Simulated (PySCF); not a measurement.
## Excitation energy of Mg by level of theory

Mg [Ne] 3s2 (1S) → Mg [Ne] 3p2 (3P), as a difference of total energies. All numbers are calculated (PySCF 2.14, the spin-free X2C one-electron Hamiltonian (Gaussian nucleus), in aug-cc-pCVQZ-DK). Correlated levels: valence: [Ne] frozen; valence and next inner shell: 1s2 frozen; nothing frozen. The calculations carry no spin-orbit coupling.

| method | excitation energy (eV) |
| --- | --- |
| UHF | 6.299 |
| LDA | 6.548 |
| PBE | 6.317 |
| PBE0 | 6.435 |
| r2SCAN | 6.183 |
| TPSSh | 6.319 |
| HSE06 | 6.427 |
| BLYP | 6.618 |
| MP2 (valence) | 6.824 |
| SCS-MP2 (valence) | 7.052 |
| MP2 (valence and next inner shell) | 7.030 |
| SCS-MP2 (valence and next inner shell) | 7.209 |
| MP2 (all electrons) | 7.025 |
| SCS-MP2 (all electrons) | 7.206 |

**Question.** How much does correlation contribute at MP2 (all electrons)?

**Answer.** 7.025 − (6.299) = 0.726 eV, measured against UHF.

For comparison: 7.173 eV (measured; NIST levels, between the centres of gravity of the two terms).
